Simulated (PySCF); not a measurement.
## r²SCAN beside CCSD(T) along the second period: bonds to Ge

r²SCAN and CCSD(T) in PySCF with def2-TZVPP on every atom, for the lowest determinant that a PBE0 search found; no spin–orbit coupling.

| molecule | state (unpaired electrons) | r²SCAN Re (Å) | r²SCAN ωe (cm⁻¹) | r²SCAN De (eV) | CCSD(T) Re (Å) | CCSD(T) ωe (cm⁻¹) | CCSD(T) De (eV) |
| --- | --- | --- | --- | --- | --- | --- | --- |
| GeB | quartet (σ ↑, π ↑↑) | 1.978 | 658 | 3.50 | 1.993 | 636 | 2.95 |
| GeC | triplet (σ ↑, π ↑) | 1.800 | 810 | 4.04 | 1.814 | 805 | 3.72 |
| GeO | singlet (closed shell) | 1.629 | 1006 | 6.90 | 1.636 | 981 | 6.71 |
| GeF | doublet (π ↑) | 1.755 | 669 | 5.38 | ? | ? | ? |

Problem. Estimate the CCSD(T) values of GeF by adding the mean shift from r²SCAN to CCSD(T) of the other rows, and compare with the calculation.

Solution. The mean shifts are +1.2 pm, -17 cm⁻¹ and -0.35 eV, which give 1.767 Å, 652 cm⁻¹ and 5.03 eV. CCSD(T)/def2-TZVPP gives Re = 1.753 Å, ωe = 677 cm⁻¹, De = 5.13 eV.

Problem. What are the mean differences of r²SCAN from CCSD(T) over the whole series?

Solution. Re -0.9 pm, ωe +11 cm⁻¹, De +0.33 eV.

In a basis of this size CCSD(T) is itself not converged; it tends to give bonds that are too long and too weak.

Correlated steps freeze 10 core orbitals. UHF and ROHF references stand side by side, which adds small steps between rows. Spin–orbit coupling is left out. Where the molecule has an RHF reference, its open-shell atoms are computed with UHF. The CCSD T1 diagnostic is raised in GeC, GeO, a sign that a single reference may not be enough there. States were picked by a PBE0 search and need not be the measured ground states.
